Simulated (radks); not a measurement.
Values are calculated unless marked as measured or tabulated.
Task: Ionisation of the calcium ion Ca3+, [Ne] 3s2 3p5, to Ca4+, [Ne] 3s2 3p4, under several functionals. Non-relativistic Kohn-Sham, spin-polarised, spherical densities, point nucleus; open shells are filled with parallel spins first; a radial shooting solver on a logarithmic mesh with Libxc functionals. Known Delta-SCF values: PBE 67.175 eV; AM05 67.125 eV; exchange-only LDA 65.383 eV. What does exchange-only PBE give, and what is its highest occupied eigenvalue?

Result: 65.738 eV by Delta-SCF; the 3p eigenvalue is -57.550 eV. NIST: 67.273 eV (semi-empirical).
